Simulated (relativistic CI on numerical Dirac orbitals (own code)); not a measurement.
Computed by Dirac-Coulomb-Breit CI, KLI orbitals optimised for each configuration, model QED, unscaled Slater integrals (own radial code, finite nucleus).

Configuration list (outside the closed core [Ne]): 3s2 3p6 3d3, 3s2 3p5 3d4, 3s 3p6 3d4, 3s2 3p6 3d2 4s, 3s2 3p6 3d2 4p, 3s2 3p6 3d2 4d, 3s2 3p5 3d3 4s, 3s2 3p6 3d2 4f, 3s2 3p5 3d3 4p, 3s 3p6 3d3 4s, 3s2 3p6 3d 4s 4p, 3p6 3d4 4p, 3s 3p6 3d3 4p, 3s2 3p6 3d2 5s, 3s2 3p6 3d2 5p, 3s2 3p6 3d2 5d, 3s2 3p6 3d 4p 4d, 3s2 3p6 3d2 5f, 3s2 3p6 3d2 5g, 3s2 3p6 3d2 6s, 3s2 3p6 3d2 6p, 3p6 3d5, 3p5 3d6, 3p5 3d5 4s, 3s2 3p6 3d 4s2, 3s2 3p6 4s2 4p, 3s2 3p6 4s2 4d, 3p6 3d4 4s, 3p5 3d4 4s2, 3s2 3p6 3d 4p2, 3s2 3p6 4s 4p2, 3s2 3p6 4p3, 3s2 3p6 4p2 4d, 3s2 3p5 3d 4s 4p2, 3s2 3p6 3d 4s 4d, 3s2 3p6 4s 4p 4d, 3s2 3p6 4s 4d2, 3s2 3p5 3d 4s2 4d, 3s2 3p6 3d 4d2, 3s2 3p6 4p 4d2, 3s2 3p6 4d3, 3s2 3p5 3d 4s 4d2, 3s 3p6 3d2 4s2, 3s 3p6 3d 4s2 4p, 3s 3p6 3d 4s2 4d. Double excitations out of closed p, d and f shells are left out; levels of such configurations are missing from the list, as are those of other unlisted configurations, and high levels can miss mixing partners. These lack a partner that the ground configuration has and come out too high: 3s2 3p5 3d3 4p.

At this charge energies of transitions that change n are usually good to better than 1 %, and those within a shell (Δn = 0) to a few per cent. Terms inside the open d or f shell come out 10 to 20 % too wide with unscaled integrals.

Outline of the computed level scheme of Sn XXX. Lowest level of each configuration: 3s2 3p6 3d3 4F_3/2 at 0.000 eV; 3s2 3p5 3d4 6D°_3/2 at 163.187 eV.

Some strong electric-dipole decays among the lowest 45 levels: 3s2 3p5 3d4 4G°_9/2 → 3s2 3p6 3d3 4F_7/2 (1.6e+10 s⁻¹); 3s2 3p5 3d4 4D°_7/2 → 3s2 3p6 3d3 4F_5/2 (7.0e+09 s⁻¹).

LS names give the leading component of a level, which can be under half, so a name can repeat, a term be missing and a line seem to break the LS rules.
